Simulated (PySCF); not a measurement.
Here is a job for PySCF.
```python
from pyscf import gto, scf, dft

mol = gto.Mole()
mol.atom = '''
    Ge   -0.000369   -0.008595    0.641623
    Cl    1.143597    1.442268   -0.584010
    Cl   -1.142902   -1.426089   -0.623751
'''
mol.basis = 'aug-cc-pvdz'
mol.charge = 0
mol.spin = 2
mol.verbose = 4
mol.build()

mf = dft.UKS(mol)
mf.xc = 'pbe'
mf = mf.density_fit(auxbasis='def2-universal-jkfit')
mf.kernel()
```

Question: What does this run give for the nuclear repulsion energy, number of basis functions, Mulliken (on the basis functions themselves) charges in atom order, <S^2>, dipole moment, total energy?

Answer: 
```
Item                                                                                         Value
------------------------------------------------------------------  ------------------------------
nuclear repulsion energy                                                               301.3647 Eh
number of basis functions                                                                       90
Mulliken (on the basis functions themselves) charges in atom order  Ge1 0.55, Cl2 -0.27, Cl3 -0.27
<S^2>                                                                                        2.003
dipole moment                                                                               1.16 D
total energy                                                                         -2996.6910 Eh
```

These values belong to the state on which the SCF converged, which isn't shown to be the lowest.
